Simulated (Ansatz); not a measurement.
Ansatz (a first-principles code) input (HF/STO-3G):

Ansatz 0.2 input:
```yaml
crystal:
  periodic: [false, false, false]
  atoms:
    - {symbol: Ga, position_ang: [0.30374815, 0.11982264, 0.09043944]}
    - {symbol: F, position_ang: [-0.68066706, 0.93279515, -1.13588949]}
    - {symbol: F, position_ang: [-0.36557658, -1.34551759, 0.82437587]}
basis:
  gaussian:
    orbitals: STO-3G
hamiltonian:
  xc: {name: HF}
magnetization: {spin_polarized: true, initial_magnetization: 1}
relax: {f_tol: 0.003, max_steps: 120}
```

### Question
What final total energy does it give?

### Answer
-2097.06641 Eh.
